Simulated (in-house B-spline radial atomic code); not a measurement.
**RPA and G0W0 on PBE: Ge XXIX (Ge28+)**

Configuration [He] 2s2, mean-field start PBE. Computed with an all-electron radial atomic-structure program (B-spline basis): all electrons, non-relativistic, point nucleus, each spin shell either full or empty, empty states to l = 9 with an (l + 1/2)⁻⁴ tail; G0W0 by contour deformation at full frequency.

Command:
```bash
python run_gw.py task.json out
```
Settings (radii: box in bohr, nucleus in fm):
```
Z                        32
electrons                4
configuration            [He] 2s2
hamiltonian              nr
method                   pbe,pbe
lmax                     9
spin_polarised           False
box_radius               3.2
intervals                45
ion_configuration        [He] 2s1
```

Time taken, with all properties: 1.4 s on 1 thread of Arm Neoverse N1 (shared host).

Energies (hartree):

```
                                     term        value
                         mean-field total  -1230.41852
Hartree-Fock functional on these orbitals  -1230.53514
                      direct second order      -1.1226
                    second-order exchange      0.55728
                         SOSEX correction      0.36395
```

(1) What is the RPA correlation energy, and what remains with SOSEX?

Quasi-particle levels (eV):

| level | occupied | mean field | Σx - vxc | Σc | QP weight | G0W0 |
| --- | --- | --- | --- | --- | --- | --- |
| 2s | yes | -2973.77 | -44.57 | ? | ? | ? |
| 1s | yes | -12852.19 | -209.81 | 4.98 | 0.997 | -13057.02 |
| 2p | no | -2904.69 | 62.67 | 0.55 | 0.986 | -2841.47 |

G0W0 = mean field + (Σx - vxc) + Σc, with Σc (partial-wave tail included) taken at the quasi-particle energy.

(2) Where does G0W0 put 2s?

(3) What does it cost to remove one electron (to [He] 2s1) by differences of total energies, each species on its own start (correlation terms add to the Hartree-Fock functional)?

Results:

(1) RPA gives -0.73468 hartree (-5 eV per electron); RPA + SOSEX gives -0.37073, and the second-order doubles -0.56532 hartree (no singles). SOSEX takes back 50 % of the RPA value.

(2) At -3028.93 eV, with Σc = -10.59 eV and a quasi-particle weight of 0.958. The tabulated removal energy is 3074 ± 3 eV (NIST, semi-empirical); the calculation leaves out relativity, Breit and QED terms, and what these don't explain is the method's own error.

(3) PBE 3021.83 eV, Hartree-Fock functional 3018.04 eV, + RPA 3029.48 eV, + RPA + SOSEX 3026.71 eV, + second order 3031.98 eV. Tabulated: 3074 ± 3 eV (NIST, semi-empirical); the calculation leaves out relativity, Breit and QED terms, and what these don't explain is the method's own error.
